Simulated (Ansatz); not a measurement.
Ansatz (a quantum-chemistry and plane-wave program) input:

Ansatz 0.2 input:
```yaml
crystal:
  periodic: [false, false, false]
  atoms:
    - {symbol: Bi, position_ang: [-0.02765227, -0.00809940, 0.22836547]}
    - {symbol: F, position_ang: [1.52880280, -1.03205701, -0.77749007]}
    - {symbol: F, position_ang: [0.15851754, 1.80877515, -0.84265955]}
    - {symbol: O, position_ang: [-1.61134305, -0.78977661, -0.54662339]}
basis:
  gaussian:
    orbitals: def2-TZVP
hamiltonian:
  xc: b3lyp
  dispersion: d3bj
total_charge: -1
phonons: {temperatures: {t_min: 298.15, t_max: 298.15, t_step: 100}}
```

Question: Predict the final energy.

Answer: -489.86669 Eh (B3LYP-D3(BJ)/def2-TZVP). The basis has 143 functions. The run takes very roughly 30 core-seconds.

It need not be the lowest isomer of its formula. Whether it binds its extra electron was not tested at this geometry.
